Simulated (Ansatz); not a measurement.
Frontier orbitals of GaGeH$_{5}$, SMILES `[GaH2][GeH3]`.

```xyz
7

Ga   -0.290   -0.342   -1.340
Ge    0.223    0.224    0.982
H    -1.747   -0.768   -1.748
H     0.820   -0.260   -2.449
H     1.709    0.028    1.335
H    -0.107    1.711    1.233
H    -0.610   -0.593    1.987
```

The species carries charge 0 and has multiplicity 1. Correlated methods include outer-core shells of Ga, Ge, which these sets cover unevenly. Scalar relativity is left out up to krypton. The geometry is a stationary point of PBE0-D4/def2-TZVP. Basis def2-TZVPP, the Gaussian-basis code of Ansatz.

Q: Compute the vertical ionisation energy as the energy of the cation minus that of the neutral molecule, at each level. (Estimate.)

A: The calculation gave: 
| level | IE (eV) | difference from CCSD(T)/def2-TZVPP |
| --- | --- | --- |
| PBE-D4/def2-TZVPP | 9.53 | -0.28 |
| r2SCAN-D4/def2-TZVPP | 9.62 | -0.19 |
| PBE0-D4/def2-TZVPP | 9.68 | -0.13 |
| B3LYP-D4/def2-TZVPP | 9.73 | -0.08 |
| ωB97X-V/def2-TZVPP | 9.79 | -0.02 |
| ωB97M-V/def2-TZVPP | 9.75 | -0.06 |
| B2PLYP/def2-TZVPP | 9.71 | -0.10 |
| HF/def2-TZVPP | 9.05 | -0.76 |
| MP2/def2-TZVPP | 9.83 | 0.03 |
| CCSD/def2-TZVPP | 9.78 | -0.02 |
| CCSD(T)/def2-TZVPP | 9.81 | 0.00 |
| HF/def2-QZVPP | 9.01 | -0.80 |
| MP2/def2-QZVPP | 9.87 | 0.06 |

B3LYP here is the variant with VWN-RPA as its local correlation; programs differ in this.
